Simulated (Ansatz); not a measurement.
Stepwise reaction of `[O]=[Ta]([OH])([F])[F]` with ammonia, as a gas-phase model of exchange steps in deposition or etching. ΔE in kJ/mol; ΔG adds harmonic PBE0-D4 terms to CCSD(T)/CBS, at 1 bar.

Computed with Ansatz on PBE0-D4/def2-TZVP structures; ΔE is electronic, products minus reactants. CCSD(T)/CBS adds triple-zeta CCSD(T) − MP2 to the extrapolated MP2 energy (def2 sets, frozen cores). This one scheme is used for every species. Functionals use def2-TZVPP. B3LYP here is the variant with VWN-RPA as its local correlation; programs differ in this. def2 core potentials past Kr. For Ta outer-core shells are correlated without core-valence functions, which leaves a few kJ/mol of doubt a bond. One conformer a species, not always the lowest.

```csv
step,reaction,PBE-D4,B3LYP-D4,ωB97M-V,CCSD(T)/CBS,ΔG(600 K)
1,`[O]=[Ta]([OH])([F])[F]` + NH₃ → `[NH2][Ta](=[O])([OH])[F]` + H–F,79.4,79.7,80.3,69.1,67.4
2,`[NH2][Ta](=[O])([OH])[F]` + NH₃ → `[NH2][Ta]([NH2])(=[O])[OH]` + H–F,93.8,94.9,95.3,83.7,78.6
```

Q: By hand: ΔE of the 2 steps together at CCSD(T)/CBS.

A: (69.1) + (83.7) = 152.8 kJ/mol, or 76.4 kJ/mol a step.

In ΔE each step is higher than the one before. All are uphill at CCSD(T)/CBS. ΔG lies between 67.4 and 78.6 kJ/mol a step. PBE-D4 differs from CCSD(T)/CBS by 10.1 to 10.3 kJ/mol a step. Isolated molecules leave out the surface, adducts and barriers. Largest T1 diagnostic: 0.020.
